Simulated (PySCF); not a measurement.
Excitation energy of Cr by level of theory

Cr [Ar] 3d5 4s1 (7S) → Cr [Ar] 3d4 4s2 (5D), as a difference of total energies. All numbers are calculated (PySCF 2.14, no relativity, point nucleus, in dyall-av2z (16s12p7d2f, 101 functions)). Correlated levels: valence: [Ar] frozen; virtual orbitals above 40 to 60 times the deepest correlated orbital energy dropped. The calculations carry no spin-orbit coupling.

```csv
method,excitation energy (eV),difference from reference (eV)
UHF,1.079,+0.076
MP2 (valence),1.249,+0.246
SCS-MP2 (valence),0.355,-0.648
CCSD (valence),1.009,+0.006
CCSD(T) (valence),1.002,-0.001
```

Reference: 1.003 eV (measured; NIST levels, between the centres of gravity of the two terms).

These non-relativistic numbers lack the scalar-relativistic shift.

Errors of the correlated levels include the incompleteness of this basis and the frozen core.
